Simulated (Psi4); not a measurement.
CH4AlClO, singlet, at a GFN2-xTB geometry (such geometries of metal compounds can be far from the true shape), atoms displaced at random by about 0.08 Å a coordinate; Psi4 with HF/6-31G, gradient.

Input for Psi4:
```
memory 2 GB

molecule {
0 1
  Al   -0.36137476   -0.11632685    0.15235941
  Cl    1.63189928    0.11629309   -0.51982583
  C    -0.94491541   -1.20320332    1.59289584
  H    -1.58208768   -1.83720374    1.27989593
  H    -1.43217583   -0.63139911    2.29636288
  H    -0.12093585   -1.72772654    2.02332537
  O    -1.43633043    0.96821903   -0.79874364
  H    -2.19879033    1.49442680   -1.10201069
symmetry c1
no_reorient
no_com
}

set basis 6-31g

gradient('scf')
print_variables()
```

The log (banner, timings and long lists left out):

```
gradient() will perform analytic gradient computation.

   => Loading Basis Set <=

    Name: 6-31G
    Role: ORBITAL
    Keyword: BASIS

         ---------------------------------------------------------
                                   SCF
               by Justin Turney, Rob Parrish, Andy Simmonett
                          and Daniel G. A. Smith
                              RHF Reference
         ---------------------------------------------------------

  ==> Geometry <==

    Molecular point group: c1
    Full point group: C1

    Geometry (in Angstrom), charge = 0, multiplicity = 1:

       Center              X                  Y                   Z               Mass
    ------------   -----------------  -----------------  -----------------  -----------------
         AL          -0.361374760000    -0.116326850000     0.152359410000    26.981538530000
         CL           1.631899280000     0.116293090000    -0.519825830000    34.968852682000
         C           -0.944915410000    -1.203203320000     1.592895840000    12.000000000000
         H           -1.582087680000    -1.837203740000     1.279895930000     1.007825032230
         H           -1.432175830000    -0.631399110000     2.296362880000     1.007825032230
         H           -0.120935850000    -1.727726540000     2.023325370000     1.007825032230
         O           -1.436330430000     0.968219030000    -0.798743640000    15.994914619570
         H           -2.198790330000     1.494426800000    -1.102010690000     1.007825032230

  Running in c1 symmetry.

  Rotational constants: A =      0.18458  B =      0.10208  C =      0.06641 [cm^-1]
  Rotational constants: A =   5533.50924  B =   3060.38397  C =   1990.99539 [MHz]
  Nuclear repulsion =  192.205652482740390

  Charge       = 0
  Multiplicity = 1
  Electrons    = 48
  Nalpha       = 24
  Nbeta        = 24

  ==> Algorithm <==

  SCF Algorithm Type is DF.
  DIIS enabled.
  MOM disabled.
  Fractional occupation disabled.
  Guess Type is SAD.
  Energy threshold   = 1.00e-08
  Density threshold  = 1.00e-08
  Integral threshold = 1.00e-12

  ==> Primary Basis <==

  Basis Set: 6-31G
    Blend: 6-31G
    Number of shells: 32
    Number of basis functions: 52
    Number of Cartesian functions: 52
    Spherical Harmonics?: false
    Max angular momentum: 1

   => Loading Basis Set <=

    Name: (6-31G AUX)
    Role: JKFIT
    Keyword: DF_BASIS_SCF

  ==> Integral Setup <==

[...]
  @DF-RHF Final Energy:  -816.47479867643074
    Total Energy =                       -816.4747986764307370
[...]
         AL          -0.361374760000    -0.116326850000     0.152359410000    26.981538530000
         CL           1.631899280000     0.116293090000    -0.519825830000    34.968852682000
         C           -0.944915410000    -1.203203320000     1.592895840000    12.000000000000
         H           -1.582087680000    -1.837203740000     1.279895930000     1.007825032230
         H           -1.432175830000    -0.631399110000     2.296362880000     1.007825032230
         H           -0.120935850000    -1.727726540000     2.023325370000     1.007825032230
         O           -1.436330430000     0.968219030000    -0.798743640000    15.994914619570
         H           -2.198790330000     1.494426800000    -1.102010690000     1.007825032230

  Nuclear repulsion =  192.205652482740390

  ==> Basis Set <==

  Basis Set: 6-31G
    Blend: 6-31G
    Number of shells: 32
    Number of basis functions: 52
    Number of Cartesian functions: 52
    Spherical Harmonics?: false
    Max angular momentum: 1

  ==> DFJKGrad: Density-Fitted SCF Gradients <==

    Gradient:                    1
    J tasked:                  Yes
    K tasked:                  Yes
    wK tasked:                  No
    Integrals threads:           1
    Schwarz Cutoff:          1E-12
    Fitting Condition:       1E-10

   => Auxiliary Basis Set <=

  Basis Set: (6-31G AUX)
    Blend: CC-PVDZ-JKFIT
    Number of shells: 156
    Number of basis functions: 522
    Number of Cartesian functions: 522
    Spherical Harmonics?: false
    Max angular momentum: 3

  -Total Gradient:
     Atom            X                  Y                   Z
    ------   -----------------  -----------------  -----------------
       1        0.050793480205    -0.052848762832     0.041614917533
       2       -0.024620874242     0.000618814459     0.005848546634
       3       -0.095068652611    -0.058134226715    -0.017890632896
       4        0.092655415373     0.096733969599     0.046721764247
       5        0.015891069328    -0.026915801658    -0.035556643977
       6       -0.007447474498     0.004114469081    -0.009563315922
       7       -0.000515987950     0.013672405212    -0.017932035507
       8       -0.031686975598     0.022759132854    -0.013242600114

  Variable Map:
  ----------------------------------------------------------------------------
[...]
  Array Variable Map:
  ----------------------------------------------------------------------------
[...]
[...]
```
